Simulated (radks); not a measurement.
Results of a calculation; reference values are marked as such.
I4+, 49 electrons, occupied as [Kr] 4d9.5 5s2 5p1 6s0.5 (fractional occupations, a model configuration).

Code: a radial shooting solver on a logarithmic mesh with Libxc functionals. Model: Dirac Kohn-Sham, PBE, spin-unpolarised, spherical densities, point nucleus; open shells fill j = l - 1/2 first.

Energy parts (hartree):
total: -7114.07583
kinetic: 7541.49106
electron-nucleus: -17197.70730
Hartree: 2721.97890
exchange-correlation: -179.83848

Orbitals (lengths in bohr, moments of r in powers of bohr; r(max) is where P^2 peaks):
orbital,occ.,eigenvalue (hartree),r(max)
1s1/2,2,-1213.267,0.01753
2s1/2,2,-189.0548,0.09925
2p1/2,2,-177.4963,0.07613
2p3/2,4,-166.5174,0.08092
3s1/2,2,-39.71237,0.2858
3p1/2,2,-34.93536,0.2722
3p3/2,4,-32.86831,0.2829
3d3/2,4,-24.45677,0.2299
3d5/2,6,-24.02201,0.2330
4s1/2,2,-8.53039,0.6799
4p1/2,2,-6.85758,0.6974
4p3/2,4,-6.45050,0.7214
4d3/2,4,-3.74980,0.7688
4d5/2,5.5,-3.68453,0.7771
5s1/2,2,-2.22949,1.606
5p1/2,1,-1.78421,1.764
5p3/2,0,-1.72063,1.822
6s1/2,0.5,-0.95869,3.450

The highest occupied level is 6s1/2 at -26.087 eV. The configuration is held as typed, so some empty levels lie below it. Summed over all electrons, <r^2> = 34.60 bohr^2, which gives a Langevin (diamagnetic) susceptibility term of -27.4 x 10^-6 cm^3/mol.
